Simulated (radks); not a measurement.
Results of a calculation; reference values are marked as such.
N4.5+, configuration [He] 2s(up 0.5, down 0) (fractional occupations, a model configuration). Level of theory: non-relativistic Kohn-Sham, BLYP, spin-polarised, spherical densities, point nucleus (a radial shooting solver on a logarithmic mesh with Libxc functionals).

Normalised radial functions P(r) = r R(r), r in bohr:

r,1s up,1s down,2s up
0.01171,0.3817,0.3815,0.1152
0.01431,0.4578,0.4575,0.1381
0.01733,0.5430,0.5427,0.1637
0.02117,0.6456,0.6453,0.1945
0.02565,0.7581,0.7577,0.2281
0.03133,0.8899,0.8894,0.2673
0.03796,1.0294,1.0289,0.3084
0.04637,1.1858,1.1851,0.3538
0.05618,1.3420,1.3413,0.3980
0.06862,1.5036,1.5029,0.4417
0.08315,1.6481,1.6473,0.4772
0.1016,1.7738,1.7731,0.5013
0.1231,1.8558,1.8552,0.5049
0.1503,1.8842,1.8838,0.4792
0.1821,1.8429,1.8428,0.4173
0.2224,1.7197,1.7200,0.3055
0.2695,1.5260,1.5265,0.1481
0.3292,1.2605,1.2611,-0.0663
0.3989,0.9714,0.9718,-0.3090
0.4872,0.6722,0.6725,-0.5755
0.5903,0.4220,0.4225,-0.8095
0.721,0.2261,0.2258,-0.9866
0.8736,0.1055,0.1047,-1.0503
1.067,0.0386,0.0381,-0.9830
1.293,0.0115,0.0113,-0.8063
1.579,0.0024,0.0023,-0.5601
1.913,0.0004,0.0004,-0.3312
2.337,0.0000,0.0000,-0.1545
2.832,0.0000,0.0000,-0.0580
3.459,0.0000,0.0000,-0.0154

1s up: eigenvalue -496.01 eV, 0 radial nodes, <r> = 0.228 bohr, 90 % of the charge inside 0.408 bohr. 1s down: eigenvalue -495.34 eV, 0 radial nodes, <r> = 0.228 bohr, 90 % of the charge inside 0.408 bohr. 2s up: eigenvalue -98.790 eV, 1 radial node at r = 0.311 bohr, <r> = 1.02 bohr, 90 % of the charge inside 1.57 bohr.
